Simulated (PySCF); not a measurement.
The group X on silaethenyl-X is varied. All species are isolated molecules in the gas phase. One relaxed conformer stands for each flexible species; it need not be the lowest. Strings in code marks are SMILES.

Quantity: vertical ionisation energy (energy after one electron is removed minus that of the parent at the parent's geometry), in eV.

Case: `C=[SiH]O` (C–Si–O–H torsion 0°). Geometry of `[SiH](O)=C` (neutral, multiplicity 1, Å):

```xyz
7

C     -1.1759     0.0670    -0.0961
Si     0.4021     0.3004     0.4601
O      1.7510    -0.4951    -0.0023
H     -1.9693     0.6817     0.3142
H     -1.4734    -0.6582    -0.8431
H      0.8093     1.2847     1.4744
H      1.6562    -1.1805    -0.6669
```

Task: What vertical ionisation energy (energy after one electron is removed minus that of the parent at the parent's geometry) does PBE0-D3(BJ)/def2-TZVP (PySCF) give?

Result: 8.32 eV.
